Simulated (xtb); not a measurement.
Sn(H)(Cl)2(Me) (CH4Cl2Sn), SMILES [CH3][SnH]([Cl])[Cl]. All values are semi-empirical tight-binding results from xtb (GFN2-xTB unless named), good for trends rather than for accurate numbers. Coordinates come from a GFN2-xTB optimisation. The structure was generated by enumeration; whether it is a known compound was not checked.

Optimised geometry:

```xyz
8

Sn    -0.0918    -0.0639     0.4042
C     -2.2648    -0.2541     0.2008
Cl     0.9292    -1.6364    -0.9481
Cl     0.5667     1.9765    -0.4567
H      0.5748    -0.2145     2.0016
H     -2.5949    -1.1906     0.6322
H     -2.7492     0.5785     0.6957
H     -2.4832    -0.2348    -0.8617
```

For metal compounds this method's bond lengths and energies can be far off.

The orbital gap is 3.90 eV. The zero-point energy is 26.3 kcal/mol and the G − E(el) at 298.15 K (modified RRHO) is 4.9 kcal/mol.

Problem. Give the atomic charges and the Wiberg bond orders between heavy atoms. (The exact figures need the calculation; the answer reports its results.)

Solution. charges (e) Sn1 0.33, C2 -0.14, Cl3 -0.20, Cl4 -0.20, H5 0.01, H6 0.07, H7 0.07, H8 0.08. Bond orders Sn1–C2 0.62, Sn1–Cl3 0.93, Sn1–Cl4 0.93.
